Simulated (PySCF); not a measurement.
Species: C₃H₁₁NOSi₂.
Numbering: `[NH2:1][CH2:2][Si@H:3]1[CH2:4][CH2:5][SiH2:6][O:7]1` (hydrogens: H8, H9 on N1; H10, H11 on C2; H12 on Si3; H13, H14 on C4; H15, H16 on C5; H17, H18 on Si6)

A GFN2-xTB structure was refined with PBE0-D3(BJ)/def2-SVP geometry optimisation, gas phase (PySCF). Its GFN2-xTB values:

| coordinate | GFN2-xTB |
| --- | --- |
| N1–C2 | 1.433 Å |
| N1–H8 | 1.007 Å |
| C2–Si3 | 1.896 Å |
| C2–H10 | 1.090 Å |
| C2–H11 | 1.082 Å |
| Si3–C4 | 1.947 Å |
| Si3–O7 | 1.655 Å |
| Si3–H12 | 1.474 Å |
| C4–C5 | 1.517 Å |
| C4–H14 | 1.073 Å |
| C5–Si6 | 1.922 Å |
| C5–H15 | 1.082 Å |
| C5–H16 | 1.088 Å |
| Si6–O7 | 1.630 Å |
| Si6–H17 | 1.465 Å |
| Si6–H18 | 1.454 Å |
| N1–C2–Si3 | 112.9° |
| C2–Si3–C4 | 117.6° |
| C2–Si3–O7 | 108.5° |
| Si3–C4–C5 | 107.6° |
| Si3–O7–Si6 | 120.7° |
| C4–Si3–O7 | 97.3° |
| C4–C5–Si6 | 107.9° |
| C5–Si6–O7 | 98.3° |
| N1–C2–Si3–C4 | -158° |
| C2–Si3–C4–C5 | 93° |
| Si3–C4–C5–Si6 | 29° |
| C4–C5–Si6–O7 | -25° |

Problem. How do these coordinates change at the PBE0-D3(BJ)/def2-SVP level?

Solution. 
```json
{"coordinate": "Si6–O7", "PBE0-D3(BJ)/def2-SVP (Å or °)": "1.679", "change": "+0.049"}
{"coordinate": "Si3–C4", "PBE0-D3(BJ)/def2-SVP (Å or °)": "1.899", "change": "-0.048"}
{"coordinate": "Si6–H18", "PBE0-D3(BJ)/def2-SVP (Å or °)": "1.492", "change": "+0.038"}
{"coordinate": "Si3–O7", "PBE0-D3(BJ)/def2-SVP (Å or °)": "1.691", "change": "+0.036"}
{"coordinate": "C4–H14", "PBE0-D3(BJ)/def2-SVP (Å or °)": "1.104", "change": "+0.031"}
{"coordinate": "N1–C2", "PBE0-D3(BJ)/def2-SVP (Å or °)": "1.464", "change": "+0.031"}
{"coordinate": "Si6–H17", "PBE0-D3(BJ)/def2-SVP (Å or °)": "1.495", "change": "+0.030"}
{"coordinate": "C4–C5", "PBE0-D3(BJ)/def2-SVP (Å or °)": "1.546", "change": "+0.029"}
{"coordinate": "C5–Si6", "PBE0-D3(BJ)/def2-SVP (Å or °)": "1.896", "change": "-0.026"}
{"coordinate": "C2–H11", "PBE0-D3(BJ)/def2-SVP (Å or °)": "1.106", "change": "+0.024"}
{"coordinate": "C5–H15", "PBE0-D3(BJ)/def2-SVP (Å or °)": "1.104", "change": "+0.022"}
{"coordinate": "Si3–H12", "PBE0-D3(BJ)/def2-SVP (Å or °)": "1.496", "change": "+0.022"}
{"coordinate": "C5–H16", "PBE0-D3(BJ)/def2-SVP (Å or °)": "1.102", "change": "+0.014"}
{"coordinate": "C2–H10", "PBE0-D3(BJ)/def2-SVP (Å or °)": "1.104", "change": "+0.014"}
{"coordinate": "N1–H8", "PBE0-D3(BJ)/def2-SVP (Å or °)": "1.019", "change": "+0.012"}
{"coordinate": "C2–Si3", "PBE0-D3(BJ)/def2-SVP (Å or °)": "1.884", "change": "-0.012"}
{"coordinate": "Si3–O7–Si6", "PBE0-D3(BJ)/def2-SVP (Å or °)": "115.3", "change": "-5.4"}
{"coordinate": "C4–Si3–O7", "PBE0-D3(BJ)/def2-SVP (Å or °)": "99.9", "change": "+2.6"}
{"coordinate": "C2–Si3–O7", "PBE0-D3(BJ)/def2-SVP (Å or °)": "106.5", "change": "-2.0"}
{"coordinate": "C5–Si6–O7", "PBE0-D3(BJ)/def2-SVP (Å or °)": "100.2", "change": "+1.9"}
{"coordinate": "C4–C5–Si6", "PBE0-D3(BJ)/def2-SVP (Å or °)": "106.7", "change": "-1.2"}
{"coordinate": "Si3–C4–C5", "PBE0-D3(BJ)/def2-SVP (Å or °)": "106.8", "change": "-0.8"}
{"coordinate": "N1–C2–Si3", "PBE0-D3(BJ)/def2-SVP (Å or °)": "112.3", "change": "-0.6"}
{"coordinate": "C2–Si3–C4", "PBE0-D3(BJ)/def2-SVP (Å or °)": "117.4", "change": "-0.2"}
{"coordinate": "C2–Si3–C4–C5", "PBE0-D3(BJ)/def2-SVP (Å or °)": "87", "change": "-6"}
{"coordinate": "Si3–C4–C5–Si6", "PBE0-D3(BJ)/def2-SVP (Å or °)": "34", "change": "+5"}
{"coordinate": "N1–C2–Si3–C4", "PBE0-D3(BJ)/def2-SVP (Å or °)": "-163", "change": "-5"}
{"coordinate": "C4–C5–Si6–O7", "PBE0-D3(BJ)/def2-SVP (Å or °)": "-28", "change": "-3"}
```

The energy falls by 0.302 eV over 9 energy and gradient evaluations, the largest force component goes from 0.0339 to 3.2e-04 Eh/bohr, and the atoms move by 0.137 Å rms after alignment. Among the bonds, Si3–C4 and Si6–O7 change most and about equally (-0.048 to +0.049 Å). Bonds longer at the end by more than 0.005 Å: 13 of 18; shorter: 4. Among the dihedrals that turn most is H12–Si3–C4–H14, from -11° to -25°. Rotational constants go from 3074, 1243, 1031 to 3045, 1249, 1041 MHz.

The run used 161 basis functions and 59 SCF cycles in all. The run took 2.8 min wall on one thread of an Arm Neoverse N1, no GPU, shared host with 64 logical CPUs at a one-minute load of 36, and the process peaked at 0.67 GiB of memory.

No PBE0-D3(BJ)/def2-SVP frequencies stand behind this structure, so it isn't proved a minimum. One conformer, not necessarily the lowest.
